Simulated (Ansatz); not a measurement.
All numbers were calculated with Ansatz.

BH6InOSi. Charge 0, multiplicity 1. In takes the def2 core potential. The bonds changed during the relaxation, so this is another structure than the one it started from. All single points use the PBE0-D4/def2-TZVP geometry. It is one conformer, not always the lowest.

```xyz
10

B    -0.015    0.154   -0.901
In    0.782    2.392   -0.238
Si   -0.162   -0.188    1.192
O    -0.468   -1.007   -1.569
H     1.200    0.492   -1.153
H    -0.708    1.144   -1.249
H     0.499    0.647    2.253
H    -1.587   -0.299    1.608
H     0.472   -1.533    1.341
H    -0.011   -1.800   -1.283
```

Q: What is the dipole moment at PBE/def2-TZVPP? (An estimate is asked.)

A: The calculation gave: 2.97 D, with components (1.82, 2.33, 0.28) D in this frame, pointing from negative to positive charge.

Q: And with r2SCAN, B3LYP, ωB97M-V? (Best estimate.)

A: The calculation gave: r2SCAN 2.94 D, B3LYP 3.35 D, ωB97M-V 3.36 D.

Q: Give the Mulliken charges with PBE, r2SCAN, ωB97M-V in def2-TZVPP. (Estimate.)

A: The calculation gave: 
```csv
atom,PBE,r2SCAN,ωB97M-V
B1,0.05,0.14,-0.02
In2,0.36,0.40,0.37
Si3,-0.03,0.05,-0.05
O4,-0.29,-0.37,-0.33
H5,-0.06,-0.11,-0.03
H6,-0.03,-0.07,0.01
H7,-0.06,-0.08,-0.04
H8,-0.06,-0.08,-0.03
H9,-0.07,-0.09,-0.05
H10,0.18,0.20,0.17
```

B3LYP here is the variant with VWN-RPA as its local correlation; programs differ in this.
